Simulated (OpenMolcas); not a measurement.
# Computed transition rates of Ne2+

```
Program             : OpenMolcas 26.06
Method              : CASSCF
Basis               : ANO-RCC-VTZP [4s3p2d1f]
Scalar Hamiltonian  : DKH2, point nucleus
Active space        : 4 electrons in 3 orbitals (2p)
State averaging     : 2S+1 = 3 even, 3 roots; 2S+1 = 1 even, 6 roots
Spin-orbit coupling : state interaction with AMFI integrals over the reference wave functions, term energies averaged over their components
```

Rates come from the transition moments of the reference wave functions (E1 and E2 in the length form). At fixed line strength A goes as λ^-3 for E1 and M1 and as λ^-5 for E2, so a rate at the computed wavelength can be rescaled to the measured one. Measured vacuum wavelengths follow from level energies in Moore, Atomic Energy Levels, vol. I, NSRDS-NBS 35 (1971 reprint of NBS Circular 467, 1949). Branching counts decays inside the model space alone, at computed energies, and the table is only a selection of the E2 and M1 lines, drawn from those between levels with measured partners whose computed energy lies within a factor of 1.5 of the measured one.

```tsv
Upper	Lower	Type	λ computed (nm)	λ measured (nm)	A computed (s-1)	A rescaled (s-1)	Branching %
2s2 2p4 1S0	2s2 2p4 1D2	E2	243.2	334.4	1.44e+01	2.93e+00	84.6
2s2 2p4 1S0	2s2 2p4 3P1	M1	146.2	181.5	2.61e+00		15.3
2s2 2p4 1D2	2s2 2p4 3P2	M1	358.8	387	1.98e-01		76.1
2s2 2p4 1D2	2s2 2p4 3P1	M1	366.7	397	6.18e-02		23.8
2s2 2p4 3P1	2s2 2p4 3P2	M1	16650	15380	4.89e-03	6.20e-03	100.0
2s2 2p4 3P0	2s2 2p4 3P1	M1	34860	36100	1.28e-03	1.15e-03	100.0
```

Spin-changing lines and M1 lines between different terms are not rescaled, since their strength hangs on the term gaps too.

The largest correction is for 2s2 2p4 1S0 → 2s2 2p4 1D2 (E2): 1.44e+01 × (243.2 / 334.4)^5 = 2.93e+00 s-1, a factor of 0.20.

The computed rate and branching of 2s2 2p4 3P1 → 2s2 2p4 3P2 give the upper level a radiative lifetime of 1.000 / 4.89e-03 s-1 = 2.04e+02 s, counting decays inside the model space alone. The rescaled rate gives about 1.6e+02 s.

No measured rate stands beside these. Rescaling mends the energy factor alone: line strengths can still be far off where a level mixes with configurations outside the active space, and weak or spin-changing lines hang on small mixing coefficients that depend on the term gaps too, so rescaling need not improve them.

With the s shell closed, the reference lacks s² → p² mixing. Computed and measured levels are paired by configuration, term and J; levels that our copy of the source lacks, or whose pairing is in doubt (as where it misses far off the trend of its configuration), stay unpaired. Only configurations of the active space appear.
